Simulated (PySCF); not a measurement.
## Energy of Cr (chromium, neutral) between two integer charges

The 4s alpha orbital of [Ar] 3d5 4s1 is emptied in steps (occupation f), with all orbitals relaxed, ending at [Ar] 3d5. Computed with PySCF 2.14 in def2-TZVPPD (6s6p4d2f1g, 67 functions), with the non-relativistic Hamiltonian (point nucleus). The exact energy is a straight line in f; departures are measured from the line between the end points of the same method.

```
  f  BHandHLYP (eV)  wB97X (eV)  CAM-B3LYP (eV)
  1           0.000       0.000           0.000
0.9          -0.122      -0.011          -0.096
0.7          -0.286      -0.023          -0.225
0.5          -0.341      -0.023          -0.268
0.3          -0.286      -0.014          -0.226
0.1          -0.122      -0.002          -0.096
  0           0.000       0.000           0.000
```

Task: For BHandHLYP, how does the orbital energy at f = 1 compare with the removal energy?

Result: −ε = 5.148 eV against a total-energy difference of 6.506 eV. By Janak's theorem ε = ∂E/∂f, so the gap between them reflects the curvature. Along the path −ε is 5.417 (f = 0.9), 5.959 (f = 0.7), 6.505 (f = 0.5), 7.052 (f = 0.3), 7.596 (f = 0.1) eV.

| method | E(f=0) − E(f=1) (eV) | −ε at f=1 (eV) | −ε at f=0.5 (eV) |
| --- | --- | --- | --- |
| BHandHLYP | 6.506 | 5.148 | 6.505 |
| wB97X | 6.402 | 6.280 | 6.428 |
| CAM-B3LYP | 6.824 | 5.756 | 6.823 |

Reference removal energy between the ground levels: 6.767 eV (measured; NIST Atomic Spectra Database, ionization energies).
